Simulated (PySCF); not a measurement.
SiHBr₃, SMILES Br[SiH](Br)Br.

Geometry: ωB97X-D3(BJ)/def2-SVP.

Method: TDDFT-B3LYP/def2-SVPD run with PySCF 2.14.0.

Vertical excitations; the highest root listed may be one member of a degenerate set. Gas-phase values at a fixed geometry. State labels are in the subgroup Cs.

Task: Give excitation energies, oscillator strengths and character. (The exact figures need the calculation; the answer reports its results.)

Result: 
| state | symmetry | energy (eV) | λ (nm) | f | main pairs |
|---|---|---|---|---|---|
| S1 | A" | 5.82 | 213 | 0.000 | HOMO→LUMO 99 % |
| S2 | A" | 6.23 | 199 | 0.025 | HOMO−2→LUMO (degenerate set) |
| S3 | A' | 6.23 | 199 | 0.025 | HOMO−1→LUMO (degenerate set) |
| S4 | A' | 6.32 | 196 | 0.017 | HOMO−3→LUMO 99 % |
| S5 | A' | 6.70 | 185 | 0.021 | HOMO−4→LUMO (degenerate set) |
| S6 | A" | 6.70 | 185 | 0.021 | HOMO−5→LUMO (degenerate set) |
| S7 | A' | 6.89 | 180 | 0.025 | HOMO→LUMO+2 (degenerate set) |
| S8 | A" | 6.89 | 180 | 0.025 | HOMO→LUMO+1 (degenerate set) |
| S9 | A" | 7.11 | 174 | 0.000 | HOMO−1→LUMO+2 49 %, HOMO−2→LUMO+1 49 % |
| S10 | A" | 7.16 | 173 | 0.006 | HOMO−2→LUMO+1 48 %, HOMO−1→LUMO+2 48 % |
| T1 | A" | 5.49 | 226 | 0 | HOMO→LUMO 96 % |
| T2 | A" | 5.78 | 214 | 0 | HOMO−2→LUMO (degenerate set) |
| T3 | A' | 5.78 | 214 | 0 | HOMO−1→LUMO (degenerate set) |
| T4 | A' | 5.92 | 209 | 0 | HOMO−3→LUMO 94 % |
Triplets are in the Tamm–Dancoff approximation, which puts them higher than full response would, so one can lie above its singlet here.
